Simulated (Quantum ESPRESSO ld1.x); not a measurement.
The numbers below are computed, except where a source is named.
Task: Species: Er55+. Configuration: [Ne] 3s2 3p1 (the NIST ground configuration). Code: ld1.x of Quantum ESPRESSO 7.5. Model: scalar-relativistic Kohn-Sham, revPBE, spin-unpolarised, spherical densities, point nucleus. Some entries of the table are withheld. Estimate them.

orbital,occ.,eigenvalue (eV),r(max) (bohr),<r^2> (bohr^2)
1s,2,(1),(2),0.0005669
2s,2,-13683.8,0.073,0.008569
2p,6,-12606.5,0.059,(3)
3s,2,-5553.08,0.195,0.04785
3p,1,-5230.29,(4),0.04616

Result: 
(1) 1s eigenvalue (eV): -61636.7
(2) 1s r(max) (bohr): 0.013
(3) 2p <r^2> (bohr^2): 0.006919
(4) 3p r(max) (bohr): 0.189
